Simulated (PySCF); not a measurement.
Computed IR spectrum (relative IR intensity) of a molecule ClH₅OSi₂. Coordinates come from a B3LYP-D3(BJ)/def2-SVP optimisation. One conformer was computed; it need not be the lowest. These are B3LYP-D3(BJ)/def2-SVP (PySCF) values and carry that method's errors. Frequencies are harmonic and unscaled.

Lines under 2 % of the strongest are left out, and lines within 2 cm⁻¹ are merged.

ν (cm⁻¹): 527 (w), 614 (vw), 638 (w), 724 (vw), 737 (m), 741 (w), 910 (vs), 957 (m), 959 (m), 973 (vs), 1011 (m), 1106 (s), 2235 (s), 2253 (m), 2267 (m), 2271 (m) (against the strongest line: vs over 80 %, s over 45 %, m over 15 %, w over 4 %, vw less)

Q: Pick the molecule that these values belong to.
(A) [SiH3]O[SiH2]Cl
(B) O[SiH2][SiH2]Cl
(C) O[Si@@H]([SiH3])Cl

A: A, [SiH3]O[SiH2]Cl
